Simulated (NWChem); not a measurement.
System: CH$_{3}$IMgO; SMILES C[O][Mg][I]

```xyz
7

Mg     0.0000     0.0000    -1.0548
I      0.0000     0.0000     1.4970
O      0.0000     0.0000    -2.8166
C      0.0000     0.0000    -4.1899
H     -0.0307     1.0264    -4.6067
H      0.9042    -0.4866    -4.6067
H     -0.8735    -0.5398    -4.6067
```
Atoms are numbered in this order, from 1.

All runs: NWChem. All runs use the structure optimised with PBE0/def2-SVP. def2 effective core potentials on I; no spin-orbit coupling. Vertical excitations in the gas phase; the lowest state need not have the same character in each row.

Question: Among these, which level gives the highest value of “lowest excitation, singlet (eV)”?
A. B3LYP/def2-SVP, TDA
B. PBE/def2-SVP, TDA
C. BHandHLYP/def2-SVP, TDA

Answer: C, BHandHLYP/def2-SVP, TDA. Values: PBE/def2-SVP, TDA 3.67; B3LYP/def2-SVP, TDA 4.33; BHandHLYP/def2-SVP, TDA 5.08
